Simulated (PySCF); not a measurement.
Job for PySCF: R-M06-2X/def2-TZVPP on HCl (SMILES Cl).

```python
from pyscf import gto, dft

mol = gto.M(
    atom='''
    Cl   -0.00000000   -0.00000000    0.64100645
    H     0.00000000    0.00000000   -0.64100645
    ''',
    basis='def2-tzvpp',
    charge=0, spin=0, verbose=4, max_memory=1800)
mf = dft.RKS(mol, xc='m062x').density_fit(auxbasis='def2-universal-jkfit')
mf.grids.level = 4
mf.conv_tol = 1e-9
mf.max_cycle = 150
mf.kernel()
mf.dip_moment()
```

Output:

```
PySCF version 2.14.0

[INPUT] verbose = 4
[INPUT] num. atoms = 2
[INPUT] num. electrons = 18
[INPUT] charge = 0
[INPUT] spin (= nelec alpha-beta = 2S) = 0
[INPUT] symmetry False subgroup None
[INPUT] Mole.unit = angstrom
[INPUT] Symbol           X                Y                Z      unit          X                Y                Z       unit  Magmom
[INPUT]  1 Cl     0.000000000000   0.000000000000   0.641006450000 AA    0.000000000000   0.000000000000   1.211326634580 Bohr   0.0
[INPUT]  2 H      0.000000000000   0.000000000000  -0.641006450000 AA    0.000000000000   0.000000000000  -1.211326634580 Bohr   0.0

nuclear repulsion = 7.01709989473585
number of shells = 20
number of NR pGTOs = 79
number of NR cGTOs = 56
basis = def2-tzvpp
ecp = {}


******** <class 'pyscf.df.df_jk.DFRKS'> ********
method = DFRKS
initial guess = minao
damping factor = 0
level_shift factor = 0
DIIS = <class 'pyscf.scf.diis.CDIIS'>
diis_start_cycle = 1
diis_space = 8
diis_damp = 0
SCF conv_tol = 1e-09
SCF conv_tol_grad = None
SCF max_cycles = 150
direct_scf = False
XC library pyscf.dft.libxc version 7.1.2
    S. Lehtola, C. Steigemann, M. J. T. Oliveira, and M. A. L. Marques,  SoftwareX 7, 1–5 (2018)
XC functionals = m062x
    Y. Zhao and D. G. Truhlar,  Theor. Chem. Acc. 120, 215 (2008)
    Y. Zhao and D. G. Truhlar,  Theor. Chem. Acc. 120, 215 (2008)
radial grids:
    Treutler-Ahlrichs [JCP 102, 346 (1995); DOI:10.1063/1.469408] (M4) radial grids

becke partition: Becke, JCP 88, 2547 (1988); DOI:10.1063/1.454033
pruning grids: <function nwchem_prune>
grids dens level: 4
symmetrized grids: False
atomic radii adjust function: <function treutler_atomic_radii_adjust>
small_rho_cutoff = 0
Set gradient conv threshold to 3.16228e-05
Initial guess from minao.
tot grids = 44400
******** <class 'pyscf.df.df.DF'> ********
auxbasis = def2-universal-jkfit
init E= -460.726677126502
  HOMO = -0.410860853840177  LUMO = 0.0114322140770113  gap/eV = 11.49118
cycle= 1 E= -460.7849858218  delta_E= -0.0583  |g|= 0.206  |ddm|= 0.77
  HOMO = -0.371479116589805  LUMO = 0.0339422942050689  gap/eV = 11.03208
cycle= 2 E= -460.793413163427  delta_E= -0.00843  |g|= 0.159  |ddm|= 0.318
  HOMO = -0.397357354279384  LUMO = 0.0398545553980227  gap/eV = 11.89714
cycle= 3 E= -460.799204237798  delta_E= -0.00579  |g|= 0.0132  |ddm|= 0.121
  HOMO = -0.398229082072103  LUMO = 0.0424054004619165  gap/eV = 11.99027
cycle= 4 E= -460.799229671424  delta_E= -2.54e-05  |g|= 0.00235  |ddm|= 0.00744
  HOMO = -0.397715175834732  LUMO = 0.0428981155387156  gap/eV = 11.98970
cycle= 5 E= -460.799232213785  delta_E= -2.54e-06  |g|= 0.000534  |ddm|= 0.00359
  HOMO = -0.39786147309926  LUMO = 0.0428133549698764  gap/eV = 11.99137
cycle= 6 E= -460.799232273544  delta_E= -5.98e-08  |g|= 0.000199  |ddm|= 0.000561
  HOMO = -0.397831844335865  LUMO = 0.0428279382920032  gap/eV = 11.99096
cycle= 7 E= -460.799232280021  delta_E= -6.48e-09  |g|= 1.09e-05  |ddm|= 0.000108
  HOMO = -0.397830041291115  LUMO = 0.0428294941231826  gap/eV = 11.99096
cycle= 8 E= -460.799232280077  delta_E= -5.59e-11  |g|= 1.7e-06  |ddm|= 1.53e-05
  HOMO = -0.397830682490163  LUMO = 0.0428291080916203  gap/eV = 11.99096
Extra cycle  E= -460.799232280079  delta_E= -2.05e-12  |g|= 8.86e-07  |ddm|= 3.06e-06
converged SCF energy = -460.799232280079
Dipole moment(X, Y, Z, Debye):  0.00000,  0.00000, -1.20632
```

The run converged.

Cost: around 1.6 core-seconds (rough).
